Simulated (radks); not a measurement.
All-electron atom: Rb8+ in [Ar] 3d10 4s1 (the NIST ground configuration).

Method: non-relativistic Kohn-Sham, PBE, spin-polarised, spherical densities, point nucleus; open shells are filled with parallel spins first (spin-orbit coupling, left out, can overturn this in heavy ions); relativity is left out, which matters for an element this heavy; computed with a radial shooting solver on a logarithmic mesh with Libxc functionals.

Energy parts (hartree):
| part | energy |
|---|---|
| total | -2921.20992 |
| kinetic | 2919.83788 |
| electron-nucleus | -6830.27307 |
| Hartree | 1084.59778 |
| exchange-correlation | -95.37251 |

Orbitals (lengths in bohr, moments of r in powers of bohr; r(90%) holds 90 % of the orbital's charge):
| orbital | occ. | eigenvalue (hartree) | r(90%) | <1/r> |
|---|---|---|---|---|
| 1s up | 1 | -546.8428 | 0.0735 | 36.50 |
| 1s down | 1 | -546.8362 | 0.0735 | 36.49 |
| 2s up | 1 | -76.30458 | 0.281 | 8.136 |
| 2s down | 1 | -76.30015 | 0.281 | 8.135 |
| 2p up | 3 | -69.75068 | 0.255 | 8.119 |
| 2p down | 3 | -69.74596 | 0.255 | 8.119 |
| 3s up | 1 | -15.35243 | 0.770 | 2.738 |
| 3s down | 1 | -15.34029 | 0.769 | 2.740 |
| 3p up | 3 | -12.97999 | 0.789 | 2.636 |
| 3p down | 3 | -12.96695 | 0.787 | 2.638 |
| 3d up | 5 | -8.69972 | 0.831 | 2.423 |
| 3d down | 5 | -8.68515 | 0.827 | 2.428 |
| 4s up | 1 | -5.20347 | 1.81 | 1.070 |
| 4s down | 0 | -5.11531 | 1.80 | 1.076 |

The highest occupied level is 4s up at -141.59 eV. The electron density at the nucleus is 3.507e+04 e/bohr^3. Virial ratio -V/T = 2.00047. Summed over all electrons, <r^2> = 7.760 bohr^2, which gives a Langevin (diamagnetic) susceptibility term of -6.15 x 10^-6 cm^3/mol. The spin density at the nucleus is 49.45 e/bohr^3 (1s 0.25, 2s 0.10, 3s -0.25, 4s 49.35). Spin moment in Bohr magnetons: 1. The density falls to 0.001 e/bohr^3 at r = 2.29 bohr. For comparison, the ionisation energy in NIST's Atomic Spectra Database is 150.63 eV (measured). In exact Kohn-Sham theory the highest level is minus the ionisation energy, but local and semilocal functionals leave it too shallow, through self-interaction and a potential that decays too fast; potentials with the right tail come closer.
